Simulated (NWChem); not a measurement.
System: SbH2 cation

```xyz
3

Sb     0.0000     0.0000    -0.0466
H      0.0000     1.2213     1.1874
H      0.0000    -1.2213     1.1874
```
Atoms are numbered in this order, from 1.

Results from NWChem. Geometry: optimised at PBE-D3(BJ)/def2-SVP. def2 effective core potentials on Sb; no spin-orbit coupling. Level M06-2X/def2-SVP: energy and gradient on several grids; changes count from the extra-fine grid, which is no exact limit either.

### Question
Which is the coarsest grid (medium; xcoarse; fine; coarse; xfine) from which on the energy stays within 500 μHa and each gradient component within 500 μHa/bohr of xfine?

### Answer
medium.
```json
[
 {"grid": "xcoarse", "size of the energy change (μHa)": "1000", "largest change of a gradient component (μHa/bohr)": "600"},
 {"grid": "coarse", "size of the energy change (μHa)": "100", "largest change of a gradient component (μHa/bohr)": "2000"},
 {"grid": "medium", "size of the energy change (μHa)": "30", "largest change of a gradient component (μHa/bohr)": "200"},
 {"grid": "fine", "size of the energy change (μHa)": "< 10", "largest change of a gradient component (μHa/bohr)": "30"},
 {"grid": "xfine", "size of the energy change (μHa)": "< 10", "largest change of a gradient component (μHa/bohr)": "< 30"}
]
```
